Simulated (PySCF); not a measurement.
# Dipole moment and polarisability of `F[C@H]1CCSSC1`

Compound: C₄H₇FS₂.
Geometry (GFN2-xTB, Å), atoms numbered from 1 in this order:
```xyz
14
C4H7FS2 angstrom
F      1.511   -1.665    0.581
C      0.751   -0.729   -0.097
C     -0.630   -0.672    0.557
C     -1.606    0.213   -0.203
S     -1.081    1.965   -0.137
S      0.659    1.784   -1.178
C      1.498    0.598   -0.074
H      0.673   -1.095   -1.131
H     -0.521   -0.308    1.582
H     -1.024   -1.691    0.602
H     -2.592    0.188    0.257
H     -1.685   -0.077   -1.251
H      1.542    1.015    0.933
H      2.507    0.473   -0.464
```

Level: CAM-B3LYP/def2-SVPD (PySCF), static field, nuclei fixed, core orbitals frozen in the response. The polarisability tensor in these axes (au):

```
x   92.16 -2.50 -4.57
y   -2.50 88.36 -6.27
z   -4.57 -6.27 75.11
```

Question: What are the eigenvalues, a third of the trace, and Δα (Δα² = ½Σ(αi − αj)² over the three pairs)?

Answer: Principal values 71.33, 90.72 and 93.58 au; mean 85.21 au = 12.63 Å³ = 14.05 × 10⁻⁴⁰ C²·m²/J; Δα = 20.97 au (25 % of the mean).

Question: What is the dipole moment, and where does it point?

Answer: (-1.00, -0.93, 0.02) D, 1.37 D in size, pointing from the negative to the positive side. Measured along this direction, the outermost atoms are H14 at the negative end and H10 at the positive end.

Question: Sum over states: ᾱ = Σ f/ω², ω in Eh. What share falls to these 8 lowest TDDFT singlets (eV, f)? 4.43, 0.0073; 5.39, 0.0014; 5.80, 0.0002; 6.29, 0.0131; 6.50, 0.0219; 6.83, 0.0301; 6.91, 0.0385; 7.17, 0.0164.

Answer: They add up to 2.26 au, 2.6 % of the 85.21 au; the largest single term is 0.60 au, from the state at 6.91 eV. Terms in order: 0.28, 0.04, 0.00, 0.24, 0.38, 0.48, 0.60, 0.24 au. Higher excitations give the rest. The strengths listed sum to 0.129.

Question: Rayleigh depolarisation ratio (linearly polarised light, static tensor)?

Answer: ρ = 3Δα²/(45ᾱ² + 4Δα²) = 1318.9/(326730 + 1758.6) = 0.00402.

Question: Give the principal axes and the span of the nuclei along them.

Answer: Largest value along (0.95, -0.29, -0.14), where the nuclei span 4.84 Å; middle along (0.21, 0.88, -0.42), 4.17 Å; least along (0.24, 0.37, 0.90), 3.14 Å. The response follows the extents in order.

Question: Find the Langevin capture rate constant for H3O+ (19.018 u) meeting this molecule (137.997 u), k = 2.342 × 10⁻⁹ cm³/s × √(α in Å³ / reduced mass in u).

Answer: The reduced mass is 16.71 u, so k = 2.04 × 10⁻⁹ cm³/s. The formula leaves out the permanent dipole, which adds to the capture rate.

Question: In a dilute gas of rigid molecules at 400 K, how does the orientational term μ²/3kT compare with the electronic polarisability?

Answer: In Gaussian units μ²/3kT = 11.28 Å³ against 12.63 Å³, a ratio of 0.89; the Debye molar polarisation (4π/3)N_A(α + μ²/3kT) is 60.3 cm³/mol, leaving out the vibrational part.

The structure is a single GFN2-xTB conformer in the gas phase; no vibrational or solvent corrections.
